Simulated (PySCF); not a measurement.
Si(F)(H)2(NCO) (CH₂FNOSi), SMILES C(=N[SiH2]F)=O. Atoms are numbered in the order given.

```xyz
7

Si    -0.4810    -1.1670     0.0000
F      0.9578    -1.9132     0.0000
N     -0.2201     0.5238     0.0000
C      0.0195     1.7005     0.0000
O      0.2424     2.8480     0.0000
H     -1.2009    -1.5488    -1.2351
H     -1.2009    -1.5488     1.2351
```
Charge 0, spin multiplicity 1.

The structure is a stationary point at B3LYP-D3(BJ)/def2-SVP. One conformer was computed; it need not be the lowest.

All values below come from PBE0/def2-TZVP (PySCF).

Symmetry labels are those of the subgroup Cs that the program uses (full group Cs).

Computed valence orbital energies around the gap with their symmetry:
| orbital | symmetry | energy (eV) |
|---|---|---|
| HOMO−7 | A' | -13.64 |
| HOMO−6 | A" | -13.60 |
| HOMO−5 | A' | -12.92 |
| HOMO−4 | A" | -12.88 |
| HOMO−3 | A' | -11.82 |
| HOMO−2 | A" | -10.53 |
| HOMO−1 | A' | -9.33 |
| HOMO | A" | -8.96 |
| LUMO | A' | -0.44 |
| LUMO+1 | A' | 0.54 |
| LUMO+2 | A" | 0.55 |
| LUMO+3 | A' | 1.66 |
